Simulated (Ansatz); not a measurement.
C3H10O3Sn, charge -1, doublet, at the geometry of the source list (a state made from the parent by changing its charge; the spin is typed, not shown lowest) (all electrons, no relativity) (a gas-phase anion, which may not be bound at this level). Base run: HF/STO-3G (Ansatz, a first-principles code).

The Ansatz input:
Ansatz 0.2 input:
```yaml
crystal:
  periodic: [false, false, false]
  atoms:
    - {symbol: C, position_ang: [-1.06780000, -1.50970000, -0.60420000]}
    - {symbol: C, position_ang: [-1.05330000, -0.20420000, 0.15260000]}
    - {symbol: C, position_ang: [-1.64180000, 0.94380000, -0.63140000]}
    - {symbol: Sn, position_ang: [1.05710000, 0.27300000, 0.71610000]}
    - {symbol: O, position_ang: [2.25900000, -0.03880000, -0.85760000]}
    - {symbol: O, position_ang: [1.84290000, -0.86720000, 2.13940000]}
    - {symbol: O, position_ang: [1.48370000, 2.14480000, 1.24820000]}
    - {symbol: H, position_ang: [-0.51280000, -1.42520000, -1.53370000]}
    - {symbol: H, position_ang: [-0.63560000, -2.31580000, -0.01500000]}
    - {symbol: H, position_ang: [-2.09830000, -1.77410000, -0.84040000]}
    - {symbol: H, position_ang: [-1.54900000, -0.30860000, 1.12010000]}
    - {symbol: H, position_ang: [-2.69330000, 0.73690000, -0.82900000]}
    - {symbol: H, position_ang: [-1.13410000, 1.06360000, -1.58610000]}
    - {symbol: H, position_ang: [-1.57950000, 1.87960000, -0.07820000]}
    - {symbol: H, position_ang: [3.17060000, 0.20830000, -0.71270000]}
    - {symbol: H, position_ang: [2.45990000, -1.52100000, 1.80480000]}
    - {symbol: H, position_ang: [1.69250000, 2.71460000, 0.50700000]}
basis:
  gaussian:
    orbitals: STO-3G
hamiltonian:
  xc: hf
total_charge: -1
magnetization: {spin_polarized: true, initial_magnetization: 1}
```

The bond that is stretched is that between atoms 9 and 1. A test that says stable can miss a lower solution.

Each row names what was changed in the base input (with any setting that the change needs).

| change | ΔE vs base (mEh) | <S^2> | stability test says |
|---|---|---|---|
| base | 0.000 | 0.783 | minimum |
| spin_polarized = on; lower_state_search = off | 0.000 | 0.783 | undecided (no full test) |
| spin_polarized = on; lower_state_search = standard | 0.000 | 0.783 | minimum |
| bond × 1.25 | 41.882 | 0.782 | minimum |
| spin_polarized = on; lower_state_search = off; bond × 1.25 | 41.882 | 0.782 | undecided (no full test) |
| spin_polarized = on; lower_state_search = standard; bond × 1.25 | 41.882 | 0.782 | minimum |
| bond × 1.5 | 112.7 | 0.756 | minimum |
| spin_polarized = on; lower_state_search = off; bond × 1.5 | 112.7 | 0.756 | undecided (no full test) |
| spin_polarized = on; lower_state_search = standard; bond × 1.5 | 112.7 | 0.756 | minimum |
| bond × 1.8 | 98.177 | 0.753 | minimum |
| spin_polarized = on; lower_state_search = off; bond × 1.8 | 98.177 | 0.753 | undecided (no full test) |
| spin_polarized = on; lower_state_search = standard; bond × 1.8 | 98.177 | 0.753 | minimum |
| bond × 2.2 | 106.6 | 0.751 | minimum |
| spin_polarized = on; lower_state_search = off; bond × 2.2 | 106.6 | 0.751 | undecided (no full test) |
| spin_polarized = on; lower_state_search = standard; bond × 2.2 | 106.6 | 0.751 | minimum |
| bond × 3.0 | 116.1 | 0.750 | minimum |
| spin_polarized = on; lower_state_search = off; bond × 3.0 | 116.1 | 0.750 | undecided (no full test) |
| spin_polarized = on; lower_state_search = standard; bond × 3.0 | 116.1 | 0.750 | minimum |

A gas-phase anion may not be bound at this level; its values then depend on the basis.

On stretching, the SCF can end on different states; <S^2> shows the spin contamination of each.
